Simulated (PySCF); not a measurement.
Species: C11H9N.
SMILES with atom numbers: `[cH:1]1[cH:2][cH:3][c:4](-[c:5]2[cH:6][cH:7][n:8][cH:9][cH:10]2)[cH:11][cH:12]1` (hydrogens: H13 on C1; H14 on C2; H15 on C3; H16 on C6; H17 on C7; H18 on C9; H19 on C10; H20 on C11; H21 on C12)

Method: PBE0-D3(BJ)/def2-SVP geometry optimisation, gas phase in PySCF 2.14.0.

(1) Give the optimised bond lengths and angles.

## Answers

(1) 
| bond | length (Å) | order |
| --- | --- | --- |
| C1–C2, C1–C12 | 1.394 | aromatic |
| C2–C3, C11–C12 | 1.392 | aromatic |
| C3–C4, C4–C11 | 1.402 | aromatic |
| C4–C5 | 1.479 | single |
| C5–C6, C5–C10 | 1.401 | aromatic |
| C6–C7, C9–C10 | 1.393 | aromatic |
| C7–N8, N8–C9 | 1.331 | aromatic |
| C1–H13 | 1.092 | single |
| C2–H14, C12–H21 | 1.093 | single |
| C3–H15, C11–H20 | 1.092 | single |
| C6–H16, C10–H19 | 1.092 | single |
| C7–H17, C9–H18 | 1.096 | single |

Bonds in one row agree within 0.01 Å and their mean is given. Orders are formal, as drawn. A selection of angles:
| angle | degrees |
| --- | --- |
| C2–C1–C12 | 119.6 |
| C1–C2–C3 | 120.2 |
| C2–C3–C4 | 120.8 |
| C3–C4–C5 | 120.8 |
| C3–C4–C11 | 118.5 |
| C4–C5–C6 | 121.7 |
| C6–C5–C10 | 116.7 |
| C5–C6–C7 | 119.3 |
| C6–C7–N8 | 123.8 |
| C7–N8–C9 | 117.1 |

Torsions: C3–C4–C5–C6 -144° (anticlinal). The mirror-image conformer, all signs reversed, is as good.

The 6-membered ring C1–C2–C3–C4–C11–C12 has internal angles of 118.5° to 120.8° (sum 720°, against 720° for a flat polygon); it is planar, 0.00 Å rms from its mean plane, widest ring torsion 0°. The C–C distances run from 1.392 Å (C11–C12, aromatic) to 1.479 Å (C4–C5, drawn single), a spread of 0.087 Å. N8 (pyridine-type nitrogen) is bent (angle 117.1°). Of the pairs four or more bonds apart, C6···H20 is among the closest relative to their van der Waals radii: 2.76 Å, 95 % of the sum of Bondi's values. The 6-membered ring C5–C6–C7–N8–C9–C10 has internal angles of 116.7° to 123.8°; it is planar, 0.00 Å rms from its mean plane, widest ring torsion 0°.

Point group: C2 (every atom within 0.08 Å of its image). No frequency check. One conformer, not necessarily the lowest.
